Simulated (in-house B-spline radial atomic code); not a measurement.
Inner levels of rubidium as electrons are removed. A shift is the extra binding of the orbital against the neutral atom ([Kr] 5s1). The density at the nucleus is averaged over the nuclear charge. Computed with an all-electron radial atomic-structure program (B-spline basis): Dirac-Hartree-Fock, jj configuration that fills j = l - 1/2 first, finite nuclei.

A number in brackets counts the electrons of a j subshell.

| ion | configuration | shift of 1s1/2 (eV) | shift of 2p3/2 (eV) | shift of 2s1/2 (eV) | radius of 1s1/2 (bohr) | radius of 2p3/2 (bohr) | radius of 2s1/2 (bohr) | Σ<r²> (bohr²) | change of density at nucleus (bohr⁻³) |
| --- | --- | --- | --- | --- | --- | --- | --- | --- | --- |
| Rb25+ | [Ne] 3s2 | 1203.34 | 1146.86 | 1140.01 | 0.040249 | 0.15318 | 0.17374 | 0.66782 | 485.92 |
| Rb26+ | [Ne] 3s1 | 1282.7 | 1218.13 | 1208.2 | 0.040247 | 0.1529 | 0.17375 | 0.45126 | -93.356 |
| Rb27+ | [He] 2s2 2p6 | ? | ? | ? | ? | ? | ? | ? | ? |
| Rb28+ | [He] 2s2 2p1/2(2) 2p3/2(3) | 1563.85 | 1443.1 | 1408.79 | 0.040207 | 0.15068 | 0.17206 | 0.20908 | -549.66 |
| Rb29+ | [He] 2s2 2p1/2(2) 2p3/2(2) | ? | ? | ? | ? | ? | ? | ? | ? |
| Rb30+ | [He] 2s2 2p1/2(2) 2p3/2(1) | 1977.44 | 1756.95 | 1678.13 | 0.040127 | 0.14697 | 0.16913 | 0.14756 | -237.81 |

Question: Fill in the row of Rb27+.

Answer: shift of 1s1/2 (eV): 1363.53; shift of 2p3/2 (eV): 1290.54; shift of 2s1/2 (eV): 1277.42; radius of 1s1/2 (bohr): 0.040244; radius of 2p3/2 (bohr): 0.15262; radius of 2s1/2 (bohr): 0.17356; Σ<r²> (bohr²): 0.24228; change of density at nucleus (bohr⁻³): -699.19.

Question: Fill in the row of Rb29+.

Answer: shift of 1s1/2 (eV): 1768.5; shift of 2p3/2 (eV): 1598.57; shift of 2s1/2 (eV): 1542.36; radius of 1s1/2 (bohr): 0.040168; radius of 2p3/2 (bohr): 0.1488; radius of 2s1/2 (bohr): 0.17059; Σ<r²> (bohr²): 0.17754; change of density at nucleus (bohr⁻³): -395.87.
